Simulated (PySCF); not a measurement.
A GIAO shielding run with PySCF 2.14 (density fitting, non-relativistic, gas phase) on CF3C(O)Cl (O=C(Cl)C(F)(F)F, C₂ClF₃O):

```
$ OMP_NUM_THREADS=1 python probes_run.py task.json out

{"job": {"kind": "nmr", "xc": "PBE0", "basis": "cc-pVDZ", "pop": true}, "charge": 0, "multiplicity": 1}
O      1.331203     1.266314    -0.432580
C      0.862509     0.270439    -0.010008
Cl     1.780117    -1.021059     0.731269
C     -0.646646    -0.061673    -0.066672
F     -1.096824    -0.384635     1.136671
F     -0.843471    -1.086617    -0.886347
F     -1.313516     0.985038    -0.513423
```

Hardware: 1 thread of an Arm Neoverse V1, shared host. The job also computes population analyses, field gradients.

(1) How large is the calculation?

(2) How long does it take, and how much memory does it need?

(3) And these other runs on the same molecule and hardware: GIAO shielding at PBE0/IGLO-III; GIAO shielding at PBE0/aug-cc-pVDZ; GIAO shielding at PBE0/cc-pVTZ; GIAO shielding at PBE0/def2-SVP; GIAO shielding at PBE0/def2-TZVP?

Answers

(1) 64 electrons, 102 basis functions and 625 auxiliary functions.

(2) 7.1 s of wall time, with 13 SCF cycles and 5 response iterations; peak memory 0.54 GiB. Times on a shared host scatter by some tens of per cent.

(3) PBE0/IGLO-III: 254 functions, 22 s; PBE0/aug-cc-pVDZ: 165 functions, 13 s; PBE0/cc-pVTZ: 214 functions, 19 s; PBE0/def2-SVP: 102 functions, 6.4 s; PBE0/def2-TZVP: 223 functions, 20 s.
